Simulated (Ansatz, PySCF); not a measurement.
Spin states of FOV (SMILES [O]=[V][F]), each relaxed with B3LYP-D3(BJ)/def2-TZVP.
State 1 (charge 0, multiplicity 3):
```
atom    x (Å)    y (Å)    z (Å)
----  -------  -------  -------
V      0.1918  -0.1332   0.2235
O      1.2694  -0.2399  -0.9480
F     -1.4944   0.4205   0.6542
```
State 2 (charge 0, multiplicity 1):
```
atom    x (Å)    y (Å)    z (Å)
----  -------  -------  -------
V      0.2009  -0.1420   0.2422
O      1.2479  -0.2313  -0.9481
F     -1.4819   0.4207   0.6356
```

Singlets are restricted, other states unrestricted; no spin–orbit coupling, no relativity up to Kr; see below for the cores. The largest T1 diagnostic is 0.076.

Correlated levels freeze the inner cores; with def2 sets outer-core shells near the valence are correlated too.

The values were computed with Ansatz (Gaussian basis) for Hartree–Fock, density functionals and correlated methods; PySCF for the dispersion terms. Each number belongs to the level named beside it.

| level | energy of the multiplicity-1 state less that of the multiplicity-3 state (eV) |
|---|---|
| PBE/def2-TZVPP | 1.074 |
| BLYP-D4/def2-TZVPP | 0.920 |
| PBE0-D3(BJ)/def2-TZVPP | 1.161 |
| BHLYP-D4/def2-TZVPP | 1.071 |
| CAM-B3LYP/def2-TZVPP | 1.024 |
| CAM-B3LYP-D4/def2-TZVPP | 1.024 |
| wB97M-V/def2-TZVPP | ? |
| B2PLYP-D3(BJ)/def2-TZVPP | 0.963 |
| B2PLYP-D4/def2-TZVPP | 0.963 |

Complete the blanks.


- wB97M-V/def2-TZVPP, energy of the multiplicity-1 state less that of the multiplicity-3 state (eV): 0.793

Doubts at one or more of the structures used: a restricted determinant that unrestricted orbitals would lower (B2PLYP-D3(BJ)/def2-TZVPP, B2PLYP-D4/def2-TZVPP).

Ansatz is a program for electronic structure.
